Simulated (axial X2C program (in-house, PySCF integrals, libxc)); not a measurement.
Bond lengths and stretching modes, held linear, of AsCO

Computed with an axial X2C code built on PySCF integrals: two-component X2C with atomic mean-field Coulomb and Gaunt terms, Gaussian nuclei, basis As dyall-v3z, C dyall-v3z, O dyall-av3z with contracted cores. Spin-free rows use the one-electron spin-free X2C Hamiltonian.

Masses As 74.922, C 12.000, O 15.995 u. States: 2c Ω = 3/2 (beyond evenly filled blocks: ω = 3/2); spin-free M_S = 1/2, Λ = 1 (beyond evenly filled blocks: π+α, π+β, π-α).

HF, 2c: energies above the lowest point

| r(As–C) (Å) | r(C–O) (Å) | E (meV) |
| --- | --- | --- |
| 1.7413 | 1.1251 | 87.68 |
| 1.7413 | 1.1540 | 137.17 |
| 1.7413 | 1.1828 | 266.60 |
| 1.7860 | 1.1251 | 20.39 |
| 1.7860 | 1.1540 | 82.79 |
| 1.7860 | 1.1828 | 225.41 |
| 1.7860 | 1.2117 | 429.98 |
| 1.8306 | 1.1251 | 0.00 |
| 1.8306 | 1.1540 | 74.31 |
| 1.8306 | 1.1828 | 229.03 |
| 1.8753 | 1.1540 | 99.93 |
| 1.8753 | 1.2117 | 494.93 |

Question: Fit a quadratic surface with cubic terms in each bond: where is the minimum, and what are the two stretching wavenumbers?

Answer: At HF, 2c: bonds 1.838 and 1.117 Å; harmonic stretches 460.1 and 2179.2 cm⁻¹; force constants 2.54, 20.1 and coupling 1.52 mdyn/Å.

The other levels and Hamiltonians give:

```json
{"Hamiltonian": "2c", "level": "PBE0", "r(As–C) (Å)": "1.791", "r(C–O) (Å)": "1.152", "lower stretch (cm⁻¹)": "559.2", "upper stretch (cm⁻¹)": "2030.5"}
{"Hamiltonian": "2c", "level": "BHandHLYP", "r(As–C) (Å)": "1.799", "r(C–O) (Å)": "1.136", "lower stretch (cm⁻¹)": "536.8", "upper stretch (cm⁻¹)": "2087.1"}
{"Hamiltonian": "spin-free", "level": "PBE0", "r(As–C) (Å)": "1.790", "r(C–O) (Å)": "1.153", "lower stretch (cm⁻¹)": "560.8", "upper stretch (cm⁻¹)": "2029.3"}
{"Hamiltonian": "spin-free", "level": "HF", "r(As–C) (Å)": "1.835", "r(C–O) (Å)": "1.117", "lower stretch (cm⁻¹)": "468.7", "upper stretch (cm⁻¹)": "2180.4"}
{"Hamiltonian": "spin-free", "level": "BHandHLYP", "r(As–C) (Å)": "1.798", "r(C–O) (Å)": "1.137", "lower stretch (cm⁻¹)": "539.0", "upper stretch (cm⁻¹)": "2086.1"}
```

Each state is one determinant, the lowest of a limited PBE0 search; the stretches come from a fit to these few points and carry an uncertainty of a few per cent. Other orders of the atoms were not compared. Left out for rough or failed fits: MP2 2c, MP2 spin-free. The levels spread by more than a fifth, so the stretches depend strongly on the method. The molecule was held linear; bending was not examined, so a bent shape may lie lower. Note: functional without a current term on a determinant with orbital currents, of the molecule or an atom.
